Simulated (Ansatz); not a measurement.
B₂O₃. Charge 0, multiplicity 1. Geometry PBE-D4/def2-SVP.

```xyz
5

B     0.3158   -0.7741    1.0190
B    -0.3120    0.7767   -1.0182
O    -0.6150    1.4849   -1.9635
O     0.0179    0.0131    0.0045
O     0.5933   -1.5006    1.9583
```

The structure comes from a short search, and lower isomers may exist.

Q: Estimate the orbital energies around the gap (eV) in Ansatz with HF/6-31G, revPBE-D4/def2-TZVP, BLYP-D4/def2-TZVP, r2SCAN-D4/def2-TZVPD, PBE0-D4/def2-TZVPD.

A: 
```
orbital  HF/6-31G  revPBE-D4/def2-TZVP  BLYP-D4/def2-TZVP  r2SCAN-D4/def2-TZVPD  PBE0-D4/def2-TZVPD
HOMO−13   -211.25              -180.02            -180.57               -183.43             -187.67
HOMO−12   -211.25              -180.02            -180.57               -183.43             -187.67
HOMO−11    -40.96               -28.66             -28.47                -30.26              -32.06
HOMO−10    -37.14               -24.98             -24.81                -26.38              -28.14
 HOMO−9    -37.13               -24.98             -24.80                -26.38              -28.14
 HOMO−8    -25.71               -17.91             -17.86                -18.70              -20.22
 HOMO−7    -19.45               -12.50             -12.46                -13.13              -14.58
 HOMO−6    -19.45               -12.50             -12.46                -13.13              -14.58
 HOMO−5    -17.31               -10.43             -10.37                -10.99              -12.49
 HOMO−4    -17.27               -10.38             -10.33                -10.95              -12.44
 HOMO−3    -14.76                -9.12              -9.08                 -9.53              -10.83
 HOMO−2    -14.76                -9.12              -9.08                 -9.53              -10.83
 HOMO−1    -13.90                -8.46              -8.42                 -8.89              -10.14
   HOMO    -13.90                -8.46              -8.42                 -8.89              -10.14
   LUMO      3.25                -1.96              -2.05                 -1.71               -1.42
 LUMO+1      4.24                -0.85              -0.88                 -0.56                0.05
 LUMO+2      4.24                -0.84              -0.88                 -0.56                0.05
 LUMO+3      5.93                 0.10               0.01                  0.33                0.36
 LUMO+4      6.00                 0.39               0.33                  0.64                0.72
 LUMO+5      6.00                 0.39               0.33                  0.64                0.72
```
